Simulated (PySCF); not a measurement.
C3H9GeO4 (SMILES C[O][Ge]([O])([O]C)[O]C), doublet, geometry from GFN2-xTB; PySCF with SVWN5/STO-3G.

Here is a job for PySCF.
```python
from pyscf import gto, scf, dft

mol = gto.M(
    atom='''
C    -0.458247    2.496387    0.684152
O     0.044700    1.757571   -0.381193
Ge    0.064079   -0.019907   -0.413542
O     0.303099   -0.871724   -1.752527
O    -1.527638   -0.262133    0.438753
C    -2.222907   -1.463008    0.519770
O     1.243035   -0.358158    0.954839
C     2.408319   -1.100536    0.828463
H    -0.858785    3.427891    0.269637
H    -1.272268    1.964940    1.188503
H     0.331586    2.727905    1.404946
H    -2.373757   -1.909465   -0.468957
H    -1.722171   -2.183560    1.172086
H    -3.210122   -1.220662    0.930396
H     2.506679   -1.717716    1.730701
H     3.276372   -0.431090    0.788603
H     2.403394   -1.742753   -0.055840
''',
    basis='sto-3g',
    charge=0,
    spin=1,
    verbose=4,
)

mf = dft.UKS(mol)
mf.xc = 'lda,vwn'
mf.kernel()
```

The log (banner, timings and long lists left out):

```
PySCF version 2.14.0

[INPUT] verbose = 4
[INPUT] num. atoms = 17
[INPUT] num. electrons = 91
[INPUT] charge = 0
[INPUT] spin (= nelec alpha-beta = 2S) = 1
[INPUT] symmetry False subgroup None
[INPUT] Mole.unit = angstrom
[INPUT] Symbol           X                Y                Z      unit          X                Y                Z       unit  Magmom
[...]
nuclear repulsion = 755.345001419376
number of shells = 38
number of NR pGTOs = 186
number of NR cGTOs = 62
basis = sto-3g
ecp = {}

******** <class 'pyscf.dft.uks.UKS'> ********
method = UKS
initial guess = minao
damping factor = 0
level_shift factor = 0
DIIS = <class 'pyscf.scf.diis.CDIIS'>
diis_start_cycle = 1
diis_space = 8
diis_damp = 0
SCF conv_tol = 1e-09
SCF conv_tol_grad = None
SCF max_cycles = 50
direct_scf = True
direct_scf_tol = 1e-13
number electrons alpha = 46  beta = 45
XC library pyscf.dft.libxc version 7.1.2
    S. Lehtola, C. Steigemann, M. J. T. Oliveira, and M. A. L. Marques,  SoftwareX 7, 1–5 (2018)
XC functionals = lda,vwn
    P. A. M. Dirac,  Math. Proc. Cambridge Philos. Soc. 26, 376 (1930)
    F. Bloch,  Z. Phys. 57, 545 (1929)
    S. H. Vosko, L. Wilk, and M. Nusair,  Can. J. Phys. 58, 1200 (1980)
radial grids:
    Treutler-Ahlrichs [JCP 102, 346 (1995); DOI:10.1063/1.469408] (M4) radial grids

becke partition: Becke, JCP 88, 2547 (1988); DOI:10.1063/1.454033
pruning grids: <function nwchem_prune>
grids dens level: 3
symmetrized grids: False
atomic radii adjust function: <function treutler_atomic_radii_adjust>
small_rho_cutoff = 0
Set gradient conv threshold to 3.16228e-05
tot grids = 207600
init E= -2460.01894964662

cycle= 1 E= -2460.78274164908  delta_E= -0.764  |g|= 0.703  |ddm|= 3.67
cycle= 2 E= -2450.87260826683  delta_E= 9.91  |g|= 2.93  |ddm|= 6.36
cycle= 3 E= -2460.94820442945  delta_E= -10.1  |g|= 0.753  |ddm|= 5.99
cycle= 4 E= -2460.43887605356  delta_E= 0.509  |g|= 1.24  |ddm|= 2.24
cycle= 5 E= -2461.23364384558  delta_E= -0.795  |g|= 0.38  |ddm|= 1.58
cycle= 6 E= -2461.28631016347  delta_E= -0.0527  |g|= 0.321  |ddm|=  1.5
cycle= 7 E= -2461.32161880978  delta_E= -0.0353  |g|= 0.219  |ddm|= 1.48
cycle= 8 E= -2461.35337875031  delta_E= -0.0318  |g|= 0.104  |ddm|= 1.22
cycle= 9 E= -2461.1561767403  delta_E= 0.197  |g|= 0.463  |ddm|= 1.47

cycle= 10 E= -2461.27811625388  delta_E= -0.122  |g|= 0.302  |ddm|= 0.719

cycle= 11 E= -2461.32368956422  delta_E= -0.0456  |g|= 0.214  |ddm|= 0.861
cycle= 12 E= -2461.34870133984  delta_E= -0.025  |g|= 0.124  |ddm|= 1.46
[...]

cycle= 20 E= -2461.33085688646  delta_E= 0.0123  |g|= 0.179  |ddm|= 0.217

cycle= 21 E= -2461.32738557669  delta_E= 0.00347  |g|= 0.191  |ddm|= 0.163

cycle= 22 E= -2461.36032071767  delta_E= -0.0329  |g|= 0.0581  |ddm|= 1.41
cycle= 23 E= -2461.33796812034  delta_E= 0.0224  |g|= 0.156  |ddm|= 1.44

cycle= 24 E= -2461.34125097838  delta_E= -0.00328  |g|= 0.158  |ddm|= 0.679

cycle= 25 E= -2461.33964451714  delta_E= 0.00161  |g|= 0.166  |ddm|= 0.0919
cycle= 26 E= -2461.32312652173  delta_E= 0.0165  |g|= 0.219  |ddm|= 0.294
cycle= 27 E= -2461.32388683361  delta_E= -0.00076  |g|= 0.213  |ddm|= 0.364

cycle= 28 E= -2461.34786990887  delta_E= -0.024  |g|= 0.121  |ddm|= 0.392

cycle= 29 E= -2461.358992556  delta_E= -0.0111  |g|= 0.0737  |ddm|= 0.58

cycle= 30 E= -2461.26769774274  delta_E= 0.0913  |g|= 0.325  |ddm|= 1.03
cycle= 31 E= -2461.33811189548  delta_E= -0.0704  |g|= 0.165  |ddm|= 1.47
cycle= 32 E= -2461.35344887625  delta_E= -0.0153  |g|= 0.101  |ddm|= 0.528
cycle= 33 E= -2461.35386075476  delta_E= -0.000412  |g|= 0.0965  |ddm|= 0.221

cycle= 34 E= -2461.36244812512  delta_E= -0.00859  |g|= 0.0449  |ddm|= 0.862

cycle= 35 E= -2461.35313381988  delta_E= 0.00931  |g|= 0.0936  |ddm|= 1.38
cycle= 36 E= -2461.33956835593  delta_E= 0.0136  |g|= 0.156  |ddm|=  1.3
cycle= 37 E= -2461.342347025  delta_E= -0.00278  |g|= 0.144  |ddm|= 0.0593
cycle= 38 E= -2461.30993417236  delta_E= 0.0324  |g|= 0.243  |ddm|=  0.4
cycle= 39 E= -2461.3027380741  delta_E= 0.0072  |g|= 0.26  |ddm|= 0.0661

cycle= 40 E= -2461.36313407116  delta_E= -0.0604  |g|= 0.0321  |ddm|= 1.29

cycle= 41 E= -2461.32466937315  delta_E= 0.0385  |g|=  0.2  |ddm|= 1.36

cycle= 42 E= -2461.35328888954  delta_E= -0.0286  |g|= 0.0962  |ddm|=  1.2

cycle= 43 E= -2461.33890442538  delta_E= 0.0144  |g|= 0.173  |ddm|= 1.29

cycle= 44 E= -2461.36028317735  delta_E= -0.0214  |g|= 0.0688  |ddm|= 0.462

cycle= 45 E= -2461.36134014741  delta_E= -0.00106  |g|= 0.0592  |ddm|= 0.057
cycle= 46 E= -2461.32485169975  delta_E= 0.0365  |g|= 0.208  |ddm|= 0.973

cycle= 47 E= -2461.33736368314  delta_E= -0.0125  |g|= 0.175  |ddm|= 0.311
cycle= 48 E= -2461.3030720186  delta_E= 0.0343  |g|= 0.258  |ddm|= 0.62
cycle= 49 E= -2461.27098112857  delta_E= 0.0321  |g|= 0.318  |ddm|= 0.467

cycle= 50 E= -2461.35503583692  delta_E= -0.0841  |g|= 0.0921  |ddm|= 1.12
SCF not converged.
SCF energy = -2461.35503583692 after 50 cycles  <S^2> = 0.75306584  2S+1 = 2.0030635
```

Convergence was not reached.
